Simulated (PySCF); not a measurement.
One of the candidates below gave these computed data.

All candidates are C4H9NSi2.

| technique | computed result |
| --- | --- |
| Triplet | lowest triplet excitation (Tamm–Dancoff): 5.12 eV [TDA PBE0/def2-SVPD] |
| UV, strongest line | among the 10 lowest singlet transitions: S3 at 6.35 eV (195 nm, f = 0.156) [TDDFT PBE0/def2-SVPD] |
| 1H NMR | chemical shifts (computed TMS as zero) by class: 3.58 (3 H), 3.56 (1 H), 0.92 (1 H), 0.80 (1 H), 0.68 (1 H), 0.03 (1 H), -0.13 (1 H) ppm [GIAO HF/pcSseg-1] |
| 13C NMR | chemical shifts (computed TMS as zero) by class: 132.7 (1 C), -3.8 (1 C), -15.2 (1 C), -17.8 (1 C) ppm [GIAO HF/pcSseg-1] |
| Rotational structure | rotational constants A, B, C: 3.844, 0.860, 0.815 GHz [PBE0-D3(BJ)/def2-SVP] |
| Polarisability | 104.8 au [PBE0/def2-SVPD] |
| NMR, other nuclei | isotropic shieldings of nuclei other than C and H, by class: -34 (1 N), 455 (1 Si), 481 (1 Si) ppm [GIAO HF/pcSseg-1] |
| UV, first state | lowest singlet excitation: 6.18 eV (201 nm, f = 0.012) [TDDFT PBE0/def2-SVPD] |

The electronic properties come from PySCF, for the isolated species, density fitting. Levels stand in brackets. Geometry: PBE0-D3(BJ)/def2-SVP, one conformer, isolated molecule. Each NMR value is the plain mean over a class of atoms that symmetry, rotation or inversion makes alike.

Problem. Which candidate is it?
A. `C[Si]1(C#N)C[SiH2]C1`
B. `N#C[Si@@H]([SiH3])C1CC1`
C. `C#C[C@H]1C[SiH2]N[SiH2]1`
D. `N#C[C@@H]1C[Si@H]1C[SiH3]`
E. `N#C[C@@H]1CC[SiH2][SiH2]1`

Solution. D. It is `N#C[C@@H]1C[Si@H]1C[SiH3]`. Numbering: `[N:1]#[C:2][C@@H:3]1[CH2:4][Si@H:5]1[CH2:6][SiH3:7]`. Its formula, C4H9NSi2, gives 3 degrees of unsaturation: 1 ring and 2 π bonds in the structure found. 4 carbons fall into 4 classes; from least to most shielded: nitrile carbon [C2] (132.7 ppm), ring sp3 carbon bound to silicon [C4] (-3.8 ppm), ring sp3 carbon bound to silicon [C3] (-15.2 ppm), chain sp3 carbon bound to silicon [C6] (-17.8 ppm). Hydrogen classes from least to most shielded: 3 H on an SiH3 silicon, Si7 (3.58 ppm), 1 H on an SiH silicon, Si5 (3.56 ppm), 1 H on an sp3 carbon bound to silicon, C4 (0.92 ppm), 1 H on an sp3 carbon bound to silicon, C3 (0.80 ppm), 1 H on an sp3 carbon bound to silicon, C4 (0.68 ppm), 1 H on an sp3 carbon bound to silicon, C6 (0.03 ppm), 1 H on an sp3 carbon bound to silicon, C6 (-0.13 ppm). The other shieldings belong to: -34 ppm, nitrile nitrogen [N1]; 455 ppm, SiH3 silicon [Si7]; 481 ppm, SiH silicon [Si5]. The optimised geometry has point group C1 and is an asymmetric top.

The others, at the same levels:
- `N#C[Si@@H]([SiH3])C1CC1` fails: its computed 13C shifts are 133.6 (1 C), 2.4 (1 C), -0.4 (1 C), -13.9 (1 C) ppm, 1H shifts are 3.49 (3 H), 3.34 (1 H), 0.94 (1 H), 0.71 (1 H), 0.45 (1 H), 0.10 (1 H), -0.59 (1 H) ppm and lowest singlet excitation is 6.36 eV (195 nm, f = 0.020) (against 6.18 eV).
- `C#C[C@H]1C[SiH2]N[SiH2]1` fails: its computed 13C shifts are 87.2 (1 C), 77.2 (1 C), 11.8 (1 C), 4.9 (1 C) ppm, 1H shifts are 4.42 (1 H), 4.41 (1 H), 4.31 (1 H), 4.24 (1 H), 2.48 (1 H), 1.50 (1 H), 1.27 (1 H), 0.86 (1 H), -0.20 (1 H) ppm and strongest line among the 10 lowest singlet transitions is S8 at 6.91 eV (179 nm, f = 0.017) (against S3 at 6.35 eV).
- `N#C[C@@H]1CC[SiH2][SiH2]1` fails: its computed 13C shifts are 131.6 (1 C), 25.6 (1 C), 6.8 (1 C), 3.7 (1 C) ppm, 1H shifts are 3.86 (1 H), 3.75 (1 H), 3.67 (1 H), 3.53 (1 H), 2.24 (1 H), 1.78 (1 H), 1.04 (1 H), 0.93 (1 H), 0.88 (1 H) ppm and lowest singlet excitation is 6.33 eV (196 nm, f = 0.025) (against 6.18 eV).
- `C[Si]1(C#N)C[SiH2]C1` fails: it has 3 carbon classes against 4; its computed 13C shifts are 135.4 (1 C), 0.8 (1 C), -5.9 (2 C) ppm, 1H shifts are 4.54 (1 H), 4.42 (1 H), 0.56 (2 H), 0.52 (3 H), 0.17 (2 H) ppm and lowest triplet excitation (Tamm–Dancoff) is 5.65 eV (against 5.12 eV).

Each candidate is one conformer, not necessarily the lowest. The conformers computed, where there is a choice (atom-mapped SMILES and torsion angles):
- `[N:1]#[C:2][C@@H:3]1[CH2:4][Si@H:5]1[CH2:6][SiH3:7]`: C4–Si5–C6–Si7 29°
- `[N:1]#[C:2][Si@@H:3]([SiH3:4])[CH:5]1[CH2:6][CH2:7]1`: C2–Si3–C5–C6 84°

The conformers of `C#C[C@H]1C[SiH2]N[SiH2]1` and `N#C[C@@H]1CC[SiH2][SiH2]1` aren't listed.
